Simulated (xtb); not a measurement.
Al(Cl)(Me)(SeH) (CH4AlClSe), SMILES [CH3][Al]([Cl])[SeH]. All values are semi-empirical tight-binding results from xtb (GFN2-xTB unless named), good for trends rather than for accurate numbers. Coordinates come from a GFN2-xTB optimisation. The structure was generated by enumeration; whether it is a known compound was not checked. One conformer was computed; it need not be the lowest.

A frequency run showed that this geometry is not a minimum.

For metal compounds this method's bond lengths and energies can be far off.

```json
{
  "orbital_gap": "3.79 eV"
}
```
